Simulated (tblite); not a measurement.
Species: C₆H₇FGe.
Bonds: C1–C2 (triple), C2–Ge3, Ge3–C4, C4–C5 (triple), C5–C6, C6–C7, C7–F8. Hydrogens: H9 on C1; H10, H11 on Ge3; H12, H13 on C6; H14, H15 on C7.

Computed with GFN2-xTB (tblite), gas phase: L-BFGS steps from a force-field or distance-geometry start until the largest atomic force falls under 0.01 eV/Å.

Step 1: E = -623.5940 eV
```
atom  x, y, z in Å  |  force x, y, z in eV/Å
C1      3.8770    0.4936   -0.8771    0.429   0.520  -0.225
C2      3.1137   -0.3537   -0.5121   -0.430  -0.555   0.257
Ge3     1.9339   -1.7238    0.0935    0.009  -0.275  -0.007
C4      0.1955   -0.9711    0.2712   -1.217   0.495   0.184
C5     -0.9234   -0.5040    0.4077    1.222  -0.555  -0.191
C6     -2.2538    0.0596    0.5491   -0.004  -0.016   0.033
C7     -2.2399    1.5486    0.1759    0.097  -0.199   0.063
F8     -3.5062    2.0707    0.3253    0.307  -0.008  -0.064
H9      4.5392    1.2499   -1.2057   -0.093  -0.114   0.046
H10     1.8857   -2.8540   -0.9414    0.028   0.340   0.298
H11     2.4018   -2.2609    1.4473   -0.114   0.171  -0.369
H12    -2.5879   -0.0568    1.5923    0.039   0.046  -0.239
H13    -2.9575   -0.4774   -0.1052    0.143   0.108   0.140
H14    -1.5541    2.1011    0.8367   -0.239   0.008  -0.094
H15    -1.9285    1.6863   -0.8710   -0.177   0.034   0.168
```

Step 2: E = -623.6165 eV
```
atom  x, y, z in Å  |  force x, y, z in eV/Å
C1      3.8795    0.4976   -0.8788   -0.352  -0.365   0.157
C2      3.1123   -0.3571   -0.5100    0.103   0.029  -0.003
Ge3     1.9326   -1.7365    0.0945   -0.165   0.240  -0.034
C4      0.1853   -0.9671    0.2736    0.372  -0.195  -0.010
C5     -0.9204   -0.5059    0.4055   -0.042  -0.056   0.010
C6     -2.2489    0.0527    0.5551    0.055   0.304  -0.428
C7     -2.2338    1.5463    0.1784   -0.156  -0.439  -0.030
F8     -3.4963    2.0704    0.3231    0.116   0.009  -0.014
H9      4.5375    1.2476   -1.2048    0.080   0.091  -0.041
H10     1.8866   -2.8429   -0.9318    0.011   0.125   0.114
H11     2.3981   -2.2554    1.4356   -0.057   0.081  -0.175
H12    -2.5854   -0.0548    1.5804   -0.069  -0.031   0.253
H13    -2.9528   -0.4739   -0.1009    0.076   0.023   0.059
H14    -1.5640    2.0994    0.8314    0.079   0.179   0.162
H15    -1.9346    1.6875   -0.8645   -0.051   0.006  -0.020
```

Step 3: E = -623.6249 eV
```
atom  x, y, z in Å  |  force x, y, z in eV/Å
C1      3.8762    0.4944   -0.8774    0.073   0.112  -0.049
C2      3.1126   -0.3579   -0.5096   -0.176  -0.269   0.126
Ge3     1.9307   -1.7342    0.0940   -0.103   0.197  -0.030
C4      0.1872   -0.9683    0.2738    0.327  -0.172  -0.007
C5     -0.9184   -0.5077    0.4052   -0.146   0.012   0.002
C6     -2.2483    0.0562    0.5501    0.075   0.061  -0.088
C7     -2.2355    1.5408    0.1782    0.019  -0.113  -0.004
F8     -3.4944    2.0705    0.3228    0.056   0.000  -0.006
H9      4.5382    1.2484   -1.2052   -0.056  -0.065   0.027
H10     1.8867   -2.8407   -0.9298    0.007   0.112   0.098
H11     2.3972   -2.2541    1.4328   -0.053   0.076  -0.156
H12    -2.5861   -0.0551    1.5829    0.001  -0.006   0.043
H13    -2.9516   -0.4734   -0.0999    0.037  -0.009   0.004
H14    -1.5635    2.1015    0.8331   -0.014   0.067   0.058
H15    -1.9355    1.6876   -0.8644   -0.048  -0.003  -0.016
```

Problem. Estimate the geometry and energy of step 4. (The exact step hangs on the optimiser's Hessian estimate; all steps are aligned on step 3, rigid shifts and turns removed.)

Solution. E = -623.6256 eV, largest force 0.682 eV/Å
```
atom  x, y, z in Å  |  force x, y, z in eV/Å
C1      3.8756    0.4947   -0.8776   -0.445  -0.474   0.205
C2      3.1092   -0.3642   -0.5065    0.401   0.408  -0.166
Ge3     1.9272   -1.7300    0.0932   -0.010   0.052  -0.004
C4      0.1934   -0.9720    0.2742   -0.488   0.176   0.080
C5     -0.9188   -0.5092    0.4048    0.522  -0.238  -0.088
C6     -2.2459    0.0595    0.5452    0.003  -0.177   0.238
C7     -2.2357    1.5341    0.1782    0.157   0.262   0.006
F8     -3.4908    2.0705    0.3223   -0.024  -0.017   0.007
H9      4.5375    1.2475   -1.2049   -0.036  -0.045   0.017
H10     1.8871   -2.8358   -0.9255   -0.001   0.074   0.055
H11     2.3952   -2.2511    1.4265   -0.039   0.059  -0.104
H12    -2.5864   -0.0552    1.5844    0.063   0.016  -0.132
H13    -2.9495   -0.4728   -0.0986   -0.007  -0.040  -0.055
H14    -1.5645    2.1042    0.8350   -0.073  -0.041  -0.032
H15    -1.9378    1.6878   -0.8640   -0.022  -0.015  -0.029
```

The energy changes by -0.0007 eV. The first-order estimate −F·Δx gives -0.0113 eV and the mean of the old and new forces, exact on a quadratic surface, -0.0007 eV. The step makes an angle of 29° with the force vector and moves no atom by more than 0.008 Å.

The cost below is that of the whole relaxation. On an Arm Neoverse V2 with one thread, no GPU, shared host with 96 logical CPUs at a one-minute load of 67, this took 0.1 s.
